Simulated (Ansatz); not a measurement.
`[CH3][Ge]([F])([F])[C]#N` + HCl → `[CH3][Ge]([F])([F])[Cl]` + `C#N` at 400 K and 1 bar (ligand exchange at a Ge–C bond).

Gas-phase electronic energies from Ansatz, PBE0-D4/def2-TZVP geometries. CCSD(T)/CBS adds triple-zeta CCSD(T) − MP2 to the extrapolated MP2 energy (def2 sets, frozen cores). This one scheme is used for every species. For Ge outer-core shells are correlated without core-valence functions, which leaves a few kJ/mol of doubt a bond. Scalar relativity is left out up to krypton.

```csv
species,CCSD(T)/CBS energy (Eh),H − E (kJ/mol),S (J/(mol·K))
`[CH3][Ge]([F])([F])[C]#N`,-2408.38760,167.1,408.7
HCl,-460.38127,29.6,195.4
`[CH3][Ge]([F])([F])[Cl]`,-2775.47323,145.5,389.2
`C#N`,-93.32098,56.1,211.9
```

H − E and S are ideal-gas, rigid-rotor, harmonic terms from PBE0-D4/def2-TZVP. 1 Eh = 2625.50 kJ/mol, R = 8.31446 J/(mol·K).

Question: By hand: ΔE, ΔH, ΔS and ΔG.

Answer: ΔE = (-2775.47323) + (-93.32098) − (-2408.38760) − (-460.38127) = -0.02534 Eh = -66.5 kJ/mol. Δ(H − E) = 145.5 + 56.1 − 167.1 − 29.6 = 4.9, so ΔH = -61.6 kJ/mol. ΔS = 389.2 + 211.9 − 408.7 − 195.4 = -3.0 J/(mol·K). ΔG = -61.6 − 400 × (-3.0)/1000 = -60.4 kJ/mol.

Question: By hand: the equilibrium constant, and the temperature at which ΔG would vanish if ΔH and ΔS stayed fixed.

Answer: log₁₀ K = −ΔG/(RT ln 10) = 7.9. ΔG = 0 at ΔH/ΔS = 20533 K, far beyond where these terms or the molecules hold.

The number of gas molecules stays the same, so ΔS is small and ΔH decides. A doubt of 5 kJ/mol in ΔE shifts log₁₀ K by 0.7 here. These are equilibria of isolated gas molecules and say nothing of rates. Largest T1 diagnostic: 0.014 (customary marks: 0.02 for closed shells, 0.045 for open ones).
